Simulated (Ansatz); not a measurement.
`[SiH3][O][Ge][Cl]` + HCl → `[Cl][Ge][Cl]` + silanol  (ligand exchange at a Ge–O bond)

Calculated with Ansatz (gas phase, PBE0-D4/def2-TZVP geometries, no zero-point term in ΔE). CCSD(T)/CBS is the MP2 limit (def2-TZVPP, def2-QZVPP) plus CCSD(T) − MP2 in def2-TZVPP, frozen cores. This one scheme is used for every species. DFT in def2-TZVPP. For Ge outer-core shells are correlated without core-valence functions, which leaves a few kJ/mol of doubt a bond. Scalar relativity is left out up to krypton. One conformer a species, not always the lowest.

(1) Is it downhill or uphill in electronic energy at CCSD(T)/CBS, and by how much? (Estimate.)

(2) What do these levels give: B2PLYP, BLYP, HF/def2-TZVPP, CCSD/def2-TZVPP, SCS-MP2/def2-QZVPP, HF/CBS(def2)? (An estimate is asked.)

Largest T1 diagnostic among the species: 0.014.

## Answers

(1) The calculation gave: Downhill: ΔE = -11.7 kJ/mol.

(2) The calculation gave: B2PLYP -15.1, BLYP -23.8, HF/def2-TZVPP -17.3, CCSD/def2-TZVPP -7.7, SCS-MP2/def2-QZVPP -9.5, HF/CBS(def2) -16.8 kJ/mol.

In def2-TZVPP, CCSD(T) changes the Hartree–Fock value by +10.4 kJ/mol (the triples alone add +0.8 kJ/mol) and MP2 by +9.5 kJ/mol. At CCSD(T), def2-SVP lies +13.8 kJ/mol from the extrapolated value and def2-TZVPP +4.8 kJ/mol. From BLYP to BHLYP (50 % exact exchange), in def2-TZVPP and without D4, ΔE moves by +4.1 kJ/mol.
